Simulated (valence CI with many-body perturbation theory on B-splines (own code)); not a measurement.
## Pr XXXIX: key properties

Method: configuration interaction combined with many-body perturbation theory (CI+MBPT): three valence electrons over a frozen Dirac-Fock core [Ar], radial functions for each j: 9 s, 9 p, 10 d, 8 f, 5 g, 3 h, 1 i, with the one-electron correlation potential Σ1, the two-electron term Σ2, the three-electron term Σ3, Breit, model QED; selected CI, second order for the rest (own B-spline code, finite nucleus).

No measured spectrum was set against this ion. As an estimate, large intervals hold to a few tenths of a per cent, small ones and those within an open d or f shell to about a per cent. Only levels of the ground parity were solved; by the run's estimate the other parity begins above the list, which can be wrong where configurations are misplaced.

Levels are named by their leading jj configuration (3d3/2^4 stands for four electrons in 3d with j = 3/2), which in mixed levels can hold well under half, so a name can repeat and another be missing.

Rates and lifetimes use the calculated energies. Strong lines usually hold to 10 to 20 %, long lifetimes can be off by a factor of two.

Q: What is the ground level?

A: (3d3/2^3) J=3/2, composition 57 % 3d3 4F + 32 % 3d3 2D + 8 % 3d3 2P, g = 0.638.

Q: How well does LS coupling describe the low levels?

A: Among the lowest 19 levels the leading LS term, summed over configurations, holds 61 % on average. For single configurations the figures are 61 % in LS and 89 % in jj coupling. Terms mix most in the J = 3/2 level at 24.396 eV, where the leading one holds 40 %.

Q: What is the ionisation energy?

A: 2729.8 eV; NIST lists 2729 ± 4 eV (theoretical).

Q: Name the longest-lived excited levels whose lifetime is computed, and their main decay.

A: (3d3/2^2 3d5/2) J=9/2 at 26.821 eV lives 111 ms, mostly by M1 to (3d3/2^2 3d5/2) J=7/2.
